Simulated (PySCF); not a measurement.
**Mo⁺: ionisation energy**

Mo⁺ [Kr] 4d5 (6S) → Mo²⁺ [Kr] 4d4 (5D), as a difference of total energies. Computed with PySCF 2.14 in x2c-TZVPPall (8s6p6d2f1g, 79 functions), with the spin-free X2C one-electron Hamiltonian (Gaussian nucleus). Correlated levels: valence: [Kr] frozen. The calculations carry no spin-orbit coupling.

| method | ionisation energy (eV) |
| --- | --- |
| UHF | 15.083 |
| MP2 (valence) | 15.744 |
| SCS-MP2 (valence) | 15.303 |
| CCSD (valence) | 15.787 |
| CCSD(T) (valence) | 15.807 |

**Question.** How much does correlation contribute at CCSD(T) (valence)?

**Answer.** 15.807 − (15.083) = 0.724 eV, measured against UHF.

The reference lies between the lowest fine-structure levels, while these numbers refer to the centres of the terms.

Errors of the correlated levels include the incompleteness of this basis and the frozen core.

For comparison: 16.16 ± 0.12 eV (semi-empirical (NIST evaluation); NIST Atomic Spectra Database, ionization energies).
